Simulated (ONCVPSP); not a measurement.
W (Z = 74), ONCV: configuration errors across variants

* Element: W
* Generator: ONCVPSP 4.0.1
* Type: optimised norm-conserving Vanderbilt (ONCV)
* Functional: PBE
* Relativity: scalar-relativistic
* Frozen core: [Xe] 4f14
* Valence charge: 6
* Reference configuration: 5d4 6s1 6p1
* Partial waves: 6s: rc 2.80 bohr, ncon 4, nbas 9, qcut 2.6 1/bohr, 2 projectors, debl 3.5 Ha; 6p: rc 2.65 bohr, ncon 5, nbas 9, qcut 3 1/bohr, 1 projector; 5d: rc 1.75 bohr, ncon 5, nbas 9, qcut 5.1 1/bohr, 2 projectors, debl 1.7 Ha
* Local potential: polynomial inside 1.70 bohr (lpopt 5, dvloc0 2 Ha)
* Core correction: Teter function, fcfact 4, rcfact 1.35

All-electron excitation energies from the reference (eV): (1) 5d4 6s2 6p0 -4.495; (2) 5d4 6s1 6p0 4.388; (3) 5d4 6s0 6p0 20.068; (4) 5d5 6s0 6p0 5.197.

Errors AE − PS in meV (a dash: test not solved or not reliable):

| change | (1) | (2) | (3) | (4) | bound ghosts | GHOST(+) flags above zero |
| --- | --- | --- | --- | --- | --- | --- |
| base | -2.3 | -6.3 | -42 | -83 | none | s, p |
| core correction polynomial model core, fcfact 0.6 | -1.9 | -5.7 | -33 | -98 | none | s, p |
| s: rc 2.66 | -1.9 | -6.3 | -42 | -87 | none | s, p |
| core correction Teter function, fcfact 4, rcfact 1.28 | +0.4 | -3.1 | -7.6 | -72 | none | s, p |

Q: Give the same row for: d: qcut 3.2.

A: -2.2, -6.3, -41, -81; bound ghosts: none; GHOST(+) flags above zero: s, p.
